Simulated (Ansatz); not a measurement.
`C#[C][In]([F])[F]` + H₂Se → `[F][In]([F])[SeH]` + `C#C` at 400 K and 1 bar (ligand exchange at the In–C bond).

Program: Ansatz. Geometries: PBE0-D4/def2-TZVP. ΔE: electronic, gas phase. CCSD(T)/CBS is the MP2 limit (def2-TZVPP, def2-QZVPP) plus CCSD(T) − MP2 in def2-TZVPP, frozen cores. This one scheme is used for every species. Elements past krypton have def2 core potentials. For In, Se outer-core shells are correlated without core-valence functions, which leaves a few kJ/mol of doubt a bond. Scalar relativity is left out up to krypton. One conformer a species, not always the lowest.

| species | CCSD(T)/CBS energy (Eh) | H − E (kJ/mol) | S (J/(mol·K)) |
| --- | --- | --- | --- |
| `C#[C][In]([F])[F]` | -466.09678 | 87.4 | 377.4 |
| H₂Se | -2401.89790 | 49.4 | 229.5 |
| `[F][In]([F])[SeH]` | -2790.80080 | 58.8 | 384.5 |
| `C#C` | -77.22717 | 85.5 | 213.8 |

H − E and S are ideal-gas, rigid-rotor, harmonic terms from PBE0-D4/def2-TZVP, for one conformer and one mirror image of each species. 1 Eh = 2625.50 kJ/mol, R = 8.31446 J/(mol·K).

Problem. By hand: ΔE, ΔH, ΔS and ΔG.

Solution. ΔE = (-2790.80080) + (-77.22717) − (-466.09678) − (-2401.89790) = -0.03329 Eh = -87.4 kJ/mol. Δ(H − E) = 58.8 + 85.5 − 87.4 − 49.4 = 7.5, so ΔH = -79.9 kJ/mol. ΔS = 384.5 + 213.8 − 377.4 − 229.5 = -8.6 J/(mol·K). ΔG = -79.9 − 400 × (-8.6)/1000 = -76.5 kJ/mol.

Problem. By hand: the equilibrium constant, and the temperature at which ΔG would vanish if ΔH and ΔS stayed fixed.

Solution. log₁₀ K = −ΔG/(RT ln 10) = 10.0. ΔG = 0 at ΔH/ΔS = 9291 K, far beyond where these terms or the molecules hold.

The number of gas molecules stays the same, so ΔS is small and ΔH decides. A doubt of 5 kJ/mol in ΔE shifts log₁₀ K by 0.7 here. Other conformers and mirror images would add mixing entropy, several J/(mol·K) or more a flexible species. These are equilibria of isolated gas molecules and say nothing of rates. Largest T1 diagnostic: 0.017 (customary marks: 0.02 for closed shells, 0.045 for open ones).
